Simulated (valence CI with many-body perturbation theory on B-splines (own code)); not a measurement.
Which ion has this spectrum?

A relativistic CI+MBPT calculation for an atom or ion with 15 electrons gives these levels (eV):

| J | Parity | E | g |
| --- | --- | --- | --- |
| 3/2 | odd | 0.00 | 1.47 |
| 3/2 | odd | 31.10 | 1.38 |
| 5/2 | odd | 37.55 | 1.20 |
| 1/2 | odd | 45.62 | 0.66 |
| 3/2 | odd | 77.15 | 1.26 |
| 5/2 | even | 111.66 | 1.52 |
| 3/2 | even | 119.34 | 0.96 |
| 1/2 | even | 129.03 | 2.35 |
| 3/2 | even | 132.60 | 1.11 |
| 5/2 | even | 137.75 | 1.17 |
| 3/2 | even | 147.83 | 1.29 |
| 5/2 | even | 152.12 | 1.11 |
| 3/2 | even | 152.25 | 1.02 |
| 1/2 | even | 153.26 | 0.39 |

The energies are calculated, and their last digits are not significant.

Question: Which is it?
A. Rh30+
B. Cd33+
C. Tc28+
D. Pd31+

Answer: D. Pd31+, ground level (3s^2 3p1/2^2 3p3/2) J=3/2.
